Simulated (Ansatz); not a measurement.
One change: `NB1O[SiH2]1` becomes `FB1O[SiH2]1`.

Ansatz, PBE0-D4/def2-TZVP geometries, multiplicity 1. Each molecule was computed in one conformer, which needn't be the lowest.

```csv
property,`NB1O[SiH2]1`
zero-point energy (PBE0-D4/def2-TZVP) / kJ/mol,136.0
"ideal-gas entropy at 298 K and 1 bar (rigid rotor, harmonic PBE0-D4/def2-TZVP) / J/(mol·K)",293
HOMO energy (B3LYP/def2-TZVPP) / eV,-6.63
HOMO–LUMO gap (B3LYP/def2-TZVPP) / eV,5.97
size of the dipole moment (ωB97M-V/def2-TZVPP) / D,2.04
HOMO energy (PBE/def2-TZVPP) / eV,-5.66
```

Task: What does the change do to each property? (An estimate is asked.)

Result: The calculation gave: 
```
                                                                                  property  `FB1O[SiH2]1`  shift
                                            zero-point energy (PBE0-D4/def2-TZVP) / kJ/mol           72.2  -63.8
ideal-gas entropy at 298 K and 1 bar (rigid rotor, harmonic PBE0-D4/def2-TZVP) / J/(mol·K)            285     -8
                                                       HOMO energy (B3LYP/def2-TZVPP) / eV          -7.35  -0.72
                                                     HOMO–LUMO gap (B3LYP/def2-TZVPP) / eV           5.99   0.02
                                        size of the dipole moment (ωB97M-V/def2-TZVPP) / D           2.00  -0.04
                                                         HOMO energy (PBE/def2-TZVPP) / eV          -6.32  -0.66
```

The zero-point energy changes by -63.8 kJ/mol with -6 modes. Dipoles are sizes alone; their direction can turn.

B3LYP here is the variant with VWN-RPA as its local correlation; programs differ in this.
